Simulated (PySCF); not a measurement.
**Ne⁺ (neon, charge +1) across methods**

[He] 2s2 2p5, 2P determinant. Computed with PySCF 2.14 in dyall-acv3z, with the non-relativistic Hamiltonian (point nucleus).

```tsv
method	E (hartree)	mean ε 2s β (eV)	mean ε 2p α (eV)	mean ε 2p β (eV)	Σ⟨r²⟩ (bohr²)	⟨S²⟩
r2SCAN	-128.1448	-55.392	-34.204	-32.034	6.839	0.752
wB97X	-128.1671	-60.228	-38.703	-36.637	6.843	0.751
MN15	-128.1617	-57.972	-37.274	-35.339	6.869	0.750
PBE0	-128.0831	-57.931	-36.377	-34.226	6.864	0.751
r2SCAN0	-128.1396	-58.802	-37.085	-34.793	6.810	0.752
UHF	-127.82424	-68.249	-44.944	-42.102	6.760	0.753
B97-3	-128.1552	-58.366	-36.548	-34.443	6.841	0.751
PBE	-128.0701	-54.074	-33.222	-31.244	6.927	0.751
LDA	-127.4177	-53.957	-33.382	-31.250	6.952	0.751
```
